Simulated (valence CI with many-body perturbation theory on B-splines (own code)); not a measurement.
**Forbidden lines of Eu14+**

Level of theory: relativistic CI+MBPT: three valence electrons over a frozen Dirac-Fock core [Kr] 4d10, radial functions for each j: 7 s, 7 p, 7 d, 7 f, 4 g, 2 h, with the one-electron correlation potential Σ1, the two-electron term Σ2, the three-electron term Σ3, Breit, model QED; selected CI, second order for the rest, scaled by the run's own slope (own B-spline code, finite nucleus).

No measured levels were compared; by estimate terms of the open shell hold to a few per cent of their energy, and close levels can change places; configurations with another count of f electrons can be misplaced by thousands of cm⁻¹.

Lines 51 to 87 of 87 in falling wavelength, among levels below 75.514 eV, chosen from the decays that carry over 1 % of a level's rate. Wavelengths and rates use the calculated energies, so an error of 2000 cm⁻¹ moves a line at 574.8 nm by 11 % and its rate by three times that or more. Weak lines are less certain than strong ones. Lines between different terms over intervals too small for the method are left out, as are lines whose strength nearly cancels. Where a level lies close to another of its J and parity, the split of strength between their lines is uncertain.

Names give the largest LS component (configuration and term), which can be under half, so a name can repeat, a term be missing and a line seem to break the LS rules; names also repeat where a configuration has a term twice. Letters in brackets count levels of one name in rising energy.

| λ vac (nm) | Upper | Lower | Type | A (s⁻¹) | Branch % |
| --- | --- | --- | --- | --- | --- |
| 574.8 | 4f3 2H°_9/2 [a] | 4f3 4I°_11/2 | M1 | 5.34e+00 | 7.2 |
| 574.4 | 4f2 5s 2G_9/2 | 4f2 5s 4H_11/2 | M1 | 2.35e+00 | 11.3 |
| 564.0 | 4f3 2L°_17/2 | 4f3 2K°_15/2 | M1 | 5.02e+00 | 90.8 |
| 561.0 | 4f2 5s 2G_7/2 | 4f2 5s 4H_9/2 | M1 | 2.15e+00 | 6.4 |
| 557.9 | 4f3 2D°_5/2 [a] | 4f3 4F°_7/2 | M1 | 9.04e+00 | 4.6 |
| 548.1 | 4f2 5s 2F_7/2 | 4f2 5s 4F_5/2 | M1 | 1.31e+00 | 8.0 |
| 525.8 | 4f3 2L°_15/2 | 4f3 2K°_13/2 | M1 | 6.15e+00 | 41.1 |
| 522.4 | 4f2 5s 2H_11/2 | 4f2 5s 4H_9/2 | M1 | 6.39e-01 | 5.5 |
| 494.9 | 4f3 2H°_11/2 [a] | 4f3 4I°_13/2 | M1 | 7.06e+00 | 3.1 |
| 489.5 | 4f2 5s 2G_7/2 | 4f2 5s 4H_7/2 | M1 | 4.86e+00 | 14.4 |
| 464.5 | 4f3 2H°_9/2 [a] | 4f3 4I°_9/2 | M1 | 1.02e+01 | 13.9 |
| 463.8 | 4f2 5s 2G_9/2 | 4f2 5s 4H_9/2 | M1 | 1.65e+00 | 7.9 |
| 437.9 | 4f2 5s 2D_5/2 | 4f2 5s 4F_7/2 | M1 | 7.53e+00 | 9.1 |
| 437.0 | 4f2 5s 2F_5/2 | 4f2 5s 4H_7/2 | M1 | 1.36e-01 | 3.2 |
| 431.5 | 4f3 4F°_9/2 | 4f3 4I°_11/2 | M1 | 1.93e+00 | 1.3 |
| 427.9 | 4f2 5s 2I_13/2 | 4f2 5s 2H_11/2 | M1 | 9.81e-01 | 1.6 |
| 426.3 | 4f2 5s 2I_11/2 | 4f2 5s 2H_11/2 | M1 | 3.52e+00 | 3.3 |
| 409.2 | 4f3 2H°_11/2 [a] | 4f3 4I°_11/2 | M1 | 3.55e+00 | 1.6 |
| 398.3 | 4f3 2P°_3/2 | 4f3 4F°_5/2 | M1 | 6.69e+00 | 1.2 |
| 397.7 | 4f3 2K°_15/2 | 4f3 4I°_15/2 | M1 | 1.12e+01 | 55.5 |
| 396.2 | 4f3 2K°_13/2 | 4f3 4I°_13/2 | M1 | 4.54e+00 | 31.3 |
| 394.7 | 4f2 5s 2D_5/2 | 4f2 5s 4F_5/2 | M1 | 4.09e+00 | 5.0 |
| 384.6 | 4f2 5s 2D_3/2 | 4f2 5s 4F_5/2 | M1 | 9.93e+00 | 29.9 |
| 369.1 | 4f2 5s 2F_7/2 | 4f2 5s 4H_9/2 | M1 | 3.68e-01 | 2.2 |
| 366.2 | 4f3 4F°_9/2 | 4f3 4I°_9/2 | M1 | 1.81e+00 | 1.2 |
| 360.2 | 4f2 5s 2D_3/2 | 4f2 5s 4F_3/2 | M1 | 1.07e+01 | 32.2 |
| 340.2 | 4f3 2K°_15/2 | 4f3 4I°_13/2 | M1 | 8.03e+00 | 40.0 |
| 339.3 | 4f3 2K°_13/2 | 4f3 4I°_11/2 | M1 | 9.15e+00 | 63.1 |
| 336.7 | 4f2 5s 2F_7/2 | 4f2 5s 4H_7/2 | M1 | 3.40e-01 | 2.1 |
| 316.0 | 4f2 5s 2I_11/2 | 4f2 5s 2H_9/2 | M1 | 3.37e+00 | 3.2 |
| 296.2 | 4f2 5s 2I_13/2 | 4f2 5s 4H_13/2 | M1 | 6.53e+00 | 10.6 |
| 260.7 | 4f2 5s 2I_13/2 | 4f2 5s 4H_11/2 | M1 | 5.85e+00 | 9.4 |
| 260.1 | 4f2 5s 2I_11/2 | 4f2 5s 4H_11/2 | M1 | 1.79e+00 | 1.7 |
| 250.0 | 4f3 2L°_15/2 | 4f3 4I°_15/2 | M1 | 2.84e-01 | 1.9 |
| 234.7 | 4f2 5s 2I_11/2 | 4f2 5s 4H_9/2 | M1 | 2.82e+00 | 2.7 |
| 233.3 | 4f3 2L°_17/2 | 4f3 4I°_15/2 | M1 | 2.23e-01 | 4.0 |
| 226.0 | 4f3 2L°_15/2 | 4f3 4I°_13/2 | M1 | 3.95e-01 | 2.6 |
